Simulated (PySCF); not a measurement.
Technetium: a sound run and one with changed settings

Sound run: Tc [Kr] 4d5 5s2, Tc⁺ [Kr] 4d5 5s1. Calculation: PySCF 2.14, in aug-cc-pVDZ-PP with ECP28MDF; scalar relativity through the core potential. The sound run starts from symmetry-adapted Hartree-Fock orbitals and uses a fine grid where one is needed.

Changed run: radial step 0.5 in ln r (0.13 in the sound run). This setting is unsound on purpose.

| species | method | sound run (hartree) | changed run (hartree) | converged |
| --- | --- | --- | --- | --- |
| Tc | UHF | -79.84723 | -79.84723 | yes |
| Tc | BP86 | -80.51025 | -80.49371 | yes |
| Tc | MN15 | -80.26516 | -80.37869 | yes |
| Tc⁺ | UHF | -79.64232 | -79.64232 | yes |
| Tc⁺ | BP86 | -80.24584 | -80.22980 | yes |
| Tc⁺ | MN15 | -80.00054 | -80.12643 | yes |

Ionisation energy of Tc:

```json
{"method": "UHF", "sound run (eV)": "5.576", "changed run (eV)": "5.576"}
{"method": "BP86", "sound run (eV)": "7.195", "changed run (eV)": "7.181"}
{"method": "MN15", "sound run (eV)": "7.201", "changed run (eV)": "6.864"}
```

A coarse radial grid mis-integrates the density and the exchange-correlation energy, with errors of either sign; Hartree-Fock needs no grid.

For comparison, NIST gives 7.119 eV between the lowest levels.
